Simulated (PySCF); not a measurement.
**Telling isomers of C$_{6}$H$_{12}$F$_{2}$Si apart by NMR**

Level of theory: structure optimised with GFN2-xTB, GIAO PBE0/pcSseg-1 shieldings, in PySCF 2.14 (non-relativistic, gas phase, one computed conformer, equivalent nuclei averaged).

Chemical shifts δ = σref − σ; 1H (σref 31.72), 13C (σref 186.93) against TMS, all at this level. Splittings of carbon signals by F and P are missing where no couplings were computed. Where no couplings were computed, multiplicities follow the n + 1 count of equivalent neighbours, and m marks all less simple cases (inequivalent or close neighbours, rings, F or P nearby). Shifts are as computed. Against solution values, carbons near 30 ppm lie about +3 ppm off and those near 130 ppm about +5 ppm. Of 1309 compounds with measured shifts, 239 miss one by over three times the rms of a fit or turn the order of signals round; such compounds aren't used in these exercises.

(1) Tabulate the signals of `C[C@@]1(F)CCC[Si@H](F)C1`, `F[C@@H]1CCC[C@@](F)([SiH3])C1`, `CC/C(=C/[SiH2]CF)CF` and their relative energies.

(2) What is the quickest way to tell F[C@@H]1CCC[C@@](F)([SiH3])C1 from CC/C(=C/[SiH2]CF)CF?

(3) What is the quickest way to tell C[C@@]1(F)CCC[Si@H](F)C1 from CC/C(=C/[SiH2]CF)CF?

(4) What is the quickest way to tell C[C@@]1(F)CCC[Si@H](F)C1 from F[C@@H]1CCC[C@@](F)([SiH3])C1?

Answers

(1) 
```json
{"SMILES": "C[C@@]1(F)CCC[Si@H](F)C1", "carbon types": "1×C 4×CH2 1×CH3", "δC": "97.1, 44.0, 31.6, 29.0, 22.0, 15.4", "δH": "5.27 (m, 1H), 1.99 (m, 1H), 1.93 (m, 1H), 1.78 (m, 1H), 1.70 (m, 1H), 1.52 (m, 1H), 1.26 (m, 3H), 1.16 (m, 1H), 1.16 (m, 1H), 0.81 (m, 1H)", "E rel. (kcal/mol)": "0.0"}
{"SMILES": "F[C@@H]1CCC[C@@](F)([SiH3])C1", "carbon types": "1×C 1×CH 4×CH2", "δC": "95.5, 92.6, 48.1, 40.3, 36.8, 23.1", "δH": "4.65 (m, 1H), 3.95 (m, 3H), 2.78 (m, 1H), 2.22 (m, 1H), 2.20 (m, 1H), 1.95 (m, 1H), 1.83 (m, 1H), 1.67 (m, 1H), 1.40 (m, 1H), 1.18 (m, 1H)", "E rel. (kcal/mol)": "57.7"}
{"SMILES": "CC/C(=C/[SiH2]CF)CF", "carbon types": "1×C 1×CH 3×CH2 1×CH3", "δC": "168.2, 120.2, 89.2, 79.3, 32.8, 18.6", "δH": "6.11 (m, 1H), 5.38 (m, 2H), 4.92 (m, 2H), 4.53 (m, 2H), 1.98 (q, 2H), 1.16 (t, 3H)", "E rel. (kcal/mol)": "79.9"}
```

Energies are electronic energies at PBE0/pcSseg-1 on these geometries, without zero-point or thermal terms, each for the one conformer computed, which needn't be the lowest.

(2) Both give the same number of carbon signals, but DEPT or the intensities differ. The first has a fully substituted sp3 carbon bonded to F and Si (C) at 95.5 ppm, the second a fully substituted alkene carbon (C) at 168.2 ppm. In the proton spectra the most deshielded non-exchanging signals are 4.65 (m, 1H) and 6.11 (m, 1H).

(3) Both give the same number of carbon signals, but DEPT or the intensities differ. The first has a fully substituted sp3 carbon bonded to F (C) at 97.1 ppm, the second a fully substituted alkene carbon (C) at 168.2 ppm. In the proton spectra the most deshielded non-exchanging signals are 5.27 (m, 1H) and 6.11 (m, 1H).

(4) Both give the same number of carbon signals, but DEPT or the intensities differ. The first has a methyl carbon (CH3) at 29.0 ppm, the second an sp3 CH bonded to F at 92.6 ppm. Their most deshielded carbons lie at 97.1 and 95.5 ppm. In the proton spectra the most deshielded non-exchanging signals are 5.27 (m, 1H) and 4.65 (m, 1H).
